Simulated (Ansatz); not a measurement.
Mulliken charges of AlFH4O2Si (`[OH][Al]([F])[O][SiH3]`) from r2SCAN/def2-TZVPP in Ansatz (PBE0-D4/def2-TZVP geometry).

| atom | x (Å) | y (Å) | z (Å) | charge (e) |
| --- | --- | --- | --- | --- |
| O1 | 2.156 | 0.918 | 1.557 | -0.422 |
| Al2 | 1.515 | -0.064 | 0.355 | 0.785 |
| F3 | 2.548 | -1.073 | -0.418 | -0.352 |
| O4 | -0.099 | -0.047 | -0.068 | -0.368 |
| Si5 | -1.570 | -0.278 | -0.725 | 0.407 |
| H6 | 1.629 | 1.537 | 2.060 | 0.196 |
| H7 | -1.490 | -0.208 | -2.208 | -0.079 |
| H8 | -2.101 | -1.609 | -0.328 | -0.081 |
| H9 | -2.499 | 0.776 | -0.242 | -0.085 |

Problem. By hand: the dipole of these point charges (1 e Å = 4.8032 D).

Solution. Σ q r = (-0.400, 0.226, 0.124) e Å, of length 0.476 e Å = 2.29 D.

Problem. How does the dipole of the full density compare? (Best estimate.)

Solution. Computed: (-0.315, 0.258, 0.184) e Å, 2.15 D; the point charges give 1.07 times that, at 13° from its direction.

Point charges leave out the atoms' own dipoles, such as those of lone pairs, and Mulliken's split depends on the basis, so the close match here is no proof of good charges.
